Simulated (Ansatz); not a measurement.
Q: Name a neutral molecule of C, Cl, Ge and H with size of the dipole moment (B3LYP/def2-TZVPP) between 2.05 and 2.35 D and LUMO energy (ωB97M-V/def2-TZVPP) between -0.85 and -0.55 eV (Ansatz, PBE0-D4/def2-TZVP geometry).

A: `C[CH2][Ge][Cl]` (2.23 D, -0.57 eV); `[CH3][Ge][Cl]` (2.20 D, -0.68 eV). Other molecules can fit too; these were computed, each in one conformer that needn't be the lowest.

B3LYP here is the variant with VWN-RPA as its local correlation; programs differ in this.
